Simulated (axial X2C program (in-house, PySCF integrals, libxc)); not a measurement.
## Correcting the dissociation energy of SeO for spin–orbit coupling

A spin-free PBE0 curve (one-electron X2C) was computed with an in-house all-electron X2C program for linear molecules (integrals from PySCF), basis Se dyall-cv3z [8s9p6d4f1g], O dyall-av3z [7s6p3d2f] (cores contracted in-house), for the state M_S = 1, Λ = 0 (beyond evenly filled blocks: π+α, π-α). It gives D0 = 4.490 eV to Se + O, which in a spin-free picture are the weighted means of the ground terms.

Measured levels of the ground terms (NIST Handbook of Basic Atomic Spectroscopic Data), in cm⁻¹: Se 3P: J = 2 at 0, J = 1 at 1989.5, J = 0 at 2534.4; O 3P: J = 2 at 0, J = 1 at 158.3, J = 0 at 227.

The molecular state has Λ = 0, so it has no first-order lowering.

Task: How far does each ground level lie under the (2J+1)-weighted mean of its term?

Result: Se: (5 × 0 + 3 × 1989.5 + 1 × 2534.4)/9 = 945 cm⁻¹; O: (5 × 0 + 3 × 158.3 + 1 × 227)/9 = 78 cm⁻¹.

Task: Correct D0.

Result: D0 = 4.490 + (0 − 1023)/8065.5 = 4.363 eV at PBE0 with these spin–orbit terms.

Second-order spin–orbit effects in the molecule, which grow quickly with Z, are left out. One determinant describes the state; a PBE0 search over occupations chose it and may have missed a lower one. Dissociation energies refer to the lowest single-determinant-based atoms at the same level and basis. PBE0 can misorder states that lie within some tenths of an eV, so this need not be the ground state of the molecule. The nearest other spin-free determinant of the search, M_S = 0, Λ = 2, lies 0.84 eV up at the distance of the search.
